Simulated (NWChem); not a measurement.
System: AuH$_{2}$OBr; SMILES [Br][Au]<-[OH2]

This build's default masses of Se (78.918 u) and Br (79.917 u) are each other's, which moves their modes by up to 0.6 %. def2 effective core potentials on Au; no spin-orbit coupling.

Question: Give the equilibrium geometry at PBE0/def2-SVP with def2 effective core potentials on Au (NWChem) as a list of bonds and angles, with the point group.

Answer: point group Cs; any orientation.
Bonds (Å): Au1–Br2 2.357, Au1–O3 2.183, O3–H4 0.966, O3–H5 0.966. Bond angles (°): Br2–Au1–O3 180.0, Au1–O3–H4 112.2, Au1–O3–H5 112.2, H4–O3–H5 106.1.
